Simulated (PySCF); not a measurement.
# An excited-state table with gaps

C₇H₁₀S.
Cartesian coordinates in Å at the GFN2-xTB level; atoms count from 1:
```
atom  x, y, z in Å
C1     2.737    0.379    0.742
C2     1.659   -0.379    0.038
S3     2.025   -1.736   -0.798
C4     0.295    0.120    0.125
C5    -0.615   -0.094   -1.074
C6    -1.914    0.660   -0.843
C7    -2.140   -0.179    0.434
C8    -0.832   -0.901    0.158
H9     2.358    1.275    1.229
H10    3.514    0.658    0.031
H11    3.206   -0.262    1.488
H12    0.168    1.031    0.699
H13   -0.197   -0.378   -2.026
H14   -2.656    0.472   -1.615
H15   -1.812    1.735   -0.699
H16   -3.007   -0.831    0.368
H17   -2.180    0.375    1.373
H18   -0.616   -1.938    0.356
```

Method used: PySCF 2.14.0, density-fitted response routines, TDDFT PBE0/def2-SVPD, vertical, gas phase, core orbitals frozen in the response.

Orbital energies (eV): HOMO-3 -9.10, HOMO-2 -8.07, HOMO-1 -7.27, HOMO -6.14, LUMO -1.82, LUMO+1 0.69, LUMO+2 0.99.

Lowest singlets, with some entries withheld (?).

```
state  E (eV)       f  main configurations (H = HOMO, L = LUMO)
   S1       ?  0.0000                                         ?
   S2    4.85       ?                               H-1→L (96%)
   S3    5.04  0.0035                               H-2→L (99%)
   S4    5.87       ?                               H→L+1 (89%)
   S5    6.27       ?                                         ?
   S6       ?  0.0051                                         ?
```

(1) What stands in place of each question mark?

(2) Where do the lowest triplets lie (Tamm–Dancoff)?

(3) What is the mean static polarisability from the same response equations?

(4) How far apart are S4 and S5, in eV and cm⁻¹?

## Answers

(1) 
- S1: E = 2.61 eV; H→L (100%)
- S2: f = 0.231
- S4: f = 0.036
- S5: f = 0.0018; H→L+2 (64%), H→L+4 (15%), H→L+5 (12%)
- S6: E = 6.37 eV; H-5→L (85%), H-6→L (10%)

(2) T1 2.20 eV, H→L (99%); T2 2.97 eV, H-1→L (93%). E(S1) − E(T1) = +0.41 eV.

(3) 101.3 au (15.01 Å³), with principal values 79.4, 97.1 and 127.5 au.

(4) 6.274 − 5.866 = 0.408 eV, or about 3290 cm⁻¹.

One conformer stands for the species.
